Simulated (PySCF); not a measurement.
Cl6Y2, SMILES [Cl][Y]12([Cl])<-[Cl][Y]1([Cl])([Cl])<-[Cl]2.

Geometry: PBE0-D3(BJ)/def2-SVP. The multiplicity is an assumed one; other spin states were not compared. The def2 effective core potentials stand for the cores of Y; spin–orbit coupling is left out. One conformer was computed; it need not be the lowest.

All values below come from PySCF with TDA-PBE/def2-SVPD.

Vertical excitations.  State labels are in the subgroup D2h.

```tsv
state	symmetry	energy (eV)	λ (nm)	f	main pairs
S1	B2u	4.29	289	0.000	HOMO→LUMO 100 %
S2	B3g	4.30	288	0.000	HOMO−1→LUMO 100 %
S3	B3u	4.52	274	0.019	HOMO−2→LUMO 100 %
S4	B2g	4.54	273	0.000	HOMO−3→LUMO 100 %
S5	B1g	4.56	272	0.000	HOMO−4→LUMO 100 %
S6	Ag	4.62	269	0.000	HOMO−5→LUMO 100 %
T1	B2u	4.28	289	0	HOMO→LUMO 100 %
T2	B3g	4.30	289	0	HOMO−1→LUMO 100 %
```
Triplets are in the Tamm–Dancoff approximation.
